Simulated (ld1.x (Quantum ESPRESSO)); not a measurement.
**Which change was made? (N, RRKJ)**

* Element: N
* Generator: ld1.x (Quantum ESPRESSO) 7.5
* Type: norm-conserving RRKJ (Kleinman–Bylander form)
* Functional: PBE
* Relativity: scalar-relativistic
* Frozen core: [He]
* Valence charge: 5
* Reference configuration: 2s2 2p3
* Partial waves: 2p (bound): rc 1.65 bohr; 3d channel at 0.05 Ry: rc 1.65 bohr; 2s (bound): rc 0.75 bohr
* Local potential: the s channel
* Core correction: none
* rho0: 0.01

Cutoffs, loose and tight: the cutoffs (Ry, on a coarse ladder) from which the occupation-weighted sum of valence levels, in a spherical-Bessel basis at the reference potential, stays within 10 and 1 mRy of its value at 400 Ry. They do not see the model core or the augmentation charge, which bear on the density cutoff. Test errors are all-electron minus pseudo excitation energies from the reference, over the configurations 2s2 2p2; 2s2 2p1; 2s2 2p0; 2s2 2p3.3; 2s1 2p4; 2s2 2p2.5; 2s1 2p0; variants that change the core or the reference have their own tests.

The base gives: outcome: generated; cutoff, loose: 100 Ry; cutoff, tight: 230 Ry; bound ghosts: none; largest test error (meV): +1816.

**Question.** After one change the result is: outcome: generated, overlap not positive; bound ghosts: not determined (overlap not positive); largest test error (meV): +1070. Which change was it?
A. wave 2s (bound): rc 0.75 bohr becomes 2s (bound): rc 0.54 bohr
B. wave 2p (bound): rc 1.65 bohr becomes 2p (bound): rc 2.40 bohr
C. type ultrasoft; waves now 2s (bound): rcut 0.65, rcutus 0.75 bohr; 2s channel at 0.15 Ry: rcut 0.65, rcutus 0.75 bohr; 2p (bound): rcut 1.45, rcutus 1.65 bohr; 2p channel at 0.9 Ry: rcut 1.45, rcutus 1.65 bohr; 3d channel at 0.05 Ry: rcut 1.45, rcutus 1.65 bohr; local potential all-electron potential smoothed inside 0.60 bohr (lloc = -2); augmentation built from norm-conserving waves at rcut, not smoothed further; rho0 0
D. all radii scaled by about 0.88 (s 0.66, p 1.46, d 1.46 bohr)

**Answer.** C. The others give: wave 2s (bound): rc 0.75 bohr becomes 2s (bound): rc 0.54 bohr → outcome: generated; cutoff, loose: 300 Ry; cutoff, tight: over 300 Ry; bound ghosts: none; largest test error (meV): +1950 | all radii scaled by about 0.88 (s 0.66, p 1.46, d 1.46 bohr) → outcome: generated; cutoff, loose: 180 Ry; cutoff, tight: over 300 Ry; bound ghosts: none; largest test error (meV): +1292 | wave 2p (bound): rc 1.65 bohr becomes 2p (bound): rc 2.40 bohr → outcome: generated; cutoff, loose: 100 Ry; cutoff, tight: 230 Ry; bound ghosts: none; largest test error (meV): +6480. A file whose overlap is not positive is unfit for use, and its test errors describe a broken file.
